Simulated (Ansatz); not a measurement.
Total energies of `c1coc(-c2ccc(-c3ccc(-c4ccc(-c5ccc(-c6ccc(-c7ccco7)o6)o5)o4)o3)o2)c1` from Ansatz at PBE0-D4/def2-SVP, gas phase (1 Eh = 27.2114 eV = 2625.5 kJ/mol). The reference geometry is relaxed at PBE-D4/def2-SVP.

```
                state   geometry  energy (Eh)
     charge 0 singlet  reference  -1600.19085
     charge 1 doublet  reference  -1599.97387
    charge -1 doublet  reference  -1600.22731
free C atom (triplet)          –    -37.76066
free O atom (triplet)          –    -74.92490
free H atom (doublet)          –     -0.50029
```

Single mean-field runs in def2-SVP are fitted with def2-universal-jkfit.

**Question.** Work out the vertical ionisation energy to the doublet.

**Answer.** E(charge 1 doublet) − E(charge 0 singlet) = -1599.97387 − (-1600.19085) = 0.21698 Eh = 5.90 eV. For comparison, −ε of the highest occupied level is 4.92 eV at this level, 0.98 eV less.

**Question.** Work out the vertical electron affinity, to the doublet.

**Answer.** E(charge 0 singlet) − E(charge -1 doublet) = -1600.19085 − (-1600.22731) = 0.03646 Eh = 0.99 eV. The basis lacks diffuse functions, which makes affinities too small.

**Question.** Give the fundamental gap IE − EA, the Mulliken electronegativity (IE + EA)/2 and the hardness (IE − EA)/2.

**Answer.** From the values in Eh: IE − EA = 0.21698 − 0.03646 = 0.18052 Eh = 4.91 eV; (IE + EA)/2 = 3.45 eV; (IE − EA)/2 = 2.46 eV. The HOMO–LUMO gap of the same run is 3.01 eV, 1.90 eV smaller than the fundamental gap.

**Question.** What is the binding energy per atom against free atoms?

**Answer.** Atoms: 28 × (-37.76066) + 7 × (-74.92490) + 16 × (-0.50029) = -1589.77742 Eh. Binding: -1589.77742 − (-1600.19085) = 10.41343 Eh = 283.36 eV, or 5.56 eV for each of 51 atoms (no zero-point energy, no counterpoise term).
